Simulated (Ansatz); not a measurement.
C6H5F, SMILES C=C=C(F)C#CC. Atoms are numbered in the order given.

```xyz
12

C     -2.7721     0.6862    -0.8088
C     -1.7284     0.3222    -0.1119
C     -0.6565    -0.0418     0.5670
F     -0.7631    -0.3768     1.8764
C      0.6574    -0.1183     0.0266
C      1.7800    -0.1838    -0.4345
C      3.1231    -0.2616    -0.9895
H     -3.3829    -0.0446    -1.3545
H     -3.0821     1.7372    -0.8744
H      3.5393    -1.2774    -0.8868
H      3.1187    -0.0066    -2.0619
H      3.8073     0.4371    -0.4801
```

Geometry optimised at B3LYP-D3(BJ)/def2-SVP. This is a generated structure with no PubChem entry under its InChIKey; it may be hypothetical.

Two levels are set side by side: PBE-D3(BJ)/def2-SVP (Ansatz, a program for electronic structure) and B3LYP-D3(BJ)/def2-SVP (Ansatz). Each level has its own optimised geometry; the coordinates shown are those of the second. Differences are taken from unrounded values.

| quantity | B3LYP-D3(BJ) |
|---|---|
| mean bond length (Å) | 1.234 |
| bond C1–C2 (Å) | 1.307 |
| bond C2–C3 (Å) | 1.320 |
| bond C3–F4 (Å) | 1.356 |
| bond C3–C5 (Å) | 1.423 |
| bond C5–C6 (Å) | 1.215 |
| bond C6–C7 (Å) | 1.455 |
| bond C1–H8 (Å) | 1.098 |
| bond C1–H9 (Å) | 1.098 |
| bond C7–H10 (Å) | 1.103 |
| bond C7–H11 (Å) | 1.102 |
| bond C7–H12 (Å) | 1.103 |

### Question
What does PBE-D3(BJ) give, and how far is it from B3LYP-D3(BJ)? (Estimate from the structure and the level; the computed values follow.)

### Answer

```tsv
quantity	PBE-D3(BJ)	PBE-D3(BJ) minus B3LYP-D3(BJ)
mean bond length (Å)	1.241	0.007
bond C1–C2 (Å)	1.314	0.008
bond C2–C3 (Å)	1.331	0.011
bond C3–F4 (Å)	1.364	0.008
bond C3–C5 (Å)	1.421	-0.002
bond C5–C6 (Å)	1.228	0.013
bond C6–C7 (Å)	1.453	-0.003
bond C1–H8 (Å)	1.106	0.008
bond C1–H9 (Å)	1.106	0.008
bond C7–H10 (Å)	1.110	0.008
bond C7–H11 (Å)	1.110	0.008
bond C7–H12 (Å)	1.111	0.008
```

GGA bonds tend to be longer and softer than those of functionals with exact exchange. Differences between two approximate levels are no errors against the true value.
